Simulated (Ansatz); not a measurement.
```xyz
24

C     3.8457   -0.1074   -0.4608
O     3.5348    0.6510   -1.6051
Ge    2.3445    1.9580   -1.4464
C     0.7303    1.2184   -0.7630
C    -0.2833    0.7260   -0.3092
Si   -1.8013   -0.0624    0.3784
C    -2.9639    1.2391    1.0008
C    -2.5431   -1.1130   -0.9669
O    -1.3605   -0.9630    1.6809
C    -0.3609   -1.9522    1.6534
H     4.2748    0.5095    0.3403
H     2.9652   -0.6262   -0.0609
H     4.5865   -0.8577   -0.7463
H     2.1509    2.5025   -2.8612
H     2.8647    3.0086   -0.4505
H    -3.2765    1.9000    0.1889
H    -3.8564    0.7787    1.4319
H    -2.4841    1.8453    1.7716
H    -2.8147   -0.4964   -1.8276
H    -1.8370   -1.8711   -1.3141
H    -3.4440   -1.6194   -0.6107
H     0.5919   -1.5483    1.2924
H    -0.6453   -2.7964    1.0145
H    -0.2182   -2.3238    2.6697
```

Charge 0, multiplicity 1.

Task: List the PBE/def2-TZVPP orbital energies in eV (Ansatz). (Best estimate.)

Result: Computed: Occupied: -10804.99, -1779.85, -1338.28, -1191.71, -1191.70, -1191.69, -510.13, -510.13, -270.08, -269.96, -268.88, -268.64, -268.46, -268.45, -162.94, -137.49, -114.40, -114.37, -114.34, -94.27, -94.22, -94.18, -30.36, -30.22, -30.18, -30.14, -30.14, -25.22, -24.77, -18.33, -17.63, -16.95, -16.68, -16.65, -14.30, -13.03, -11.71, -11.04, -10.95, -10.92, -10.77, -10.73, -10.16, -9.81, -9.72, -9.59, -9.38, -8.72, -8.42, -7.99, -7.36, -7.26, -6.94, -6.69, -6.50, -6.31. Lowest empty: -1.55, -1.07, 0.18, 0.35, 0.51, 0.77, 1.02, 1.27.
